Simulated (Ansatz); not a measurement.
Z-matrix (Å, degrees):
```
C
B 1 1.514
Si 1 1.964 2 66.1
H 1 1.088 2 123.6 3 126.8
H 1 1.093 2 116.7 3 -86.6
Cl 2 1.725 1 135.5 3 -150.6
Ge 3 2.369 1 122.2 2 103.9
H 3 1.484 1 107.4 2 -119.4
H 7 1.537 3 108.8 1 -41.7
H 7 1.539 3 111.4 1 78.2
H 7 1.537 3 110.6 1 -161.1
```

Total charge 0; spin multiplicity 1.

Question: List the r2SCAN/def2-TZVPP orbital energies in eV (Ansatz). (Best estimate.)

Answer: The calculation gave: Occupied: -10834.17, -2753.74, -1791.11, -1349.31, -1199.36, -1199.35, -1199.35, -273.03, -255.13, -193.66, -193.56, -193.49, -181.79, -167.47, -141.58, -117.16, -117.15, -117.14, -96.47, -96.43, -96.40, -30.45, -30.45, -30.42, -30.38, -30.37, -22.04, -18.91, -14.71, -13.21, -12.17, -10.91, -10.77, -9.27, -8.91, -8.86, -8.79, -7.89, -6.89, -5.90. Lowest empty: -2.56, -1.02, -0.06, 0.16, 0.51, 1.08, 1.49, 1.72.
